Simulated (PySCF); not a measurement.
| wavenumber (cm⁻¹) | absorption (km/mol per cm⁻¹) |
| --- | --- |
| 0 | 0.014 |
| 16 | 0.022 |
| 31 | 0.038 |
| 47 | 0.078 |
| 63 | 0.232 |
| 78 | 0.615 |
| 94 | 0.207 |
| 110 | 0.078 |
| 125 | 0.048 |
| 141 | 0.050 |
| 157 | 0.099 |
| 172 | 0.276 |
| 188 | 0.109 |
| 204 | 0.039 |
| 219 | 0.020 |
| 235 | 0.012 |
| 251 | 0.009 |
| 266 | 0.006 |
| 282 | 0.005 |
| 298 | 0.004 |
| 313 | 0.003 |
| 329 | 0.003 |
| 345 | 0.003 |
| 360 | 0.002 |
| 376 | 0.002 |
| 392 | 0.002 |
| 407 | 0.002 |
| 423 | 0.002 |
| 439 | 0.002 |
| 454 | 0.001 |
| 470 | 0.001 |
| 486 | 0.001 |
| 501 | 0.001 |
| 517 | 0.001 |
| 533 | 0.001 |
| 549 | 0.001 |
| 564 | 0.002 |
| 580 | 0.002 |
| 596 | 0.002 |
| 611 | 0.002 |
| 627 | 0.002 |
| 643 | 0.003 |
| 658 | 0.003 |
| 674 | 0.004 |
| 690 | 0.005 |
| 705 | 0.007 |
| 721 | 0.010 |
| 737 | 0.016 |
| 752 | 0.031 |
| 768 | 0.078 |
| 784 | 0.280 |
| 799 | 0.217 |
| 815 | 0.063 |
| 831 | 0.027 |
| 846 | 0.015 |
| 862 | 0.009 |
| 878 | 0.006 |
| 893 | 0.005 |
| 909 | 0.004 |
| 925 | 0.003 |

This is the computed harmonic infrared spectrum of singlet IPbN, Lorentzian lines of 23 cm⁻¹ full width. Method: PBE0/[Pb def2-TZVP with ECP60, N def2-TZVP, I def2-TZVP with ECP28], scalar-relativistic core potentials, density fitting, no spin–orbit coupling, PySCF.

Problem. Which bands make it up, and how are they assigned?

Solution. In C∞v symmetry, counting bands above 1 % of the strongest: 78 cm⁻¹ (π, bend, 22 km/mol); 173 cm⁻¹ (σ+, stretch, 9.7 km/mol); 790 cm⁻¹ (σ+, stretch, 13 km/mol).

Other isomers or separated fragments may lie lower. No spin–orbit coupling is included, which matters more the heavier the element.
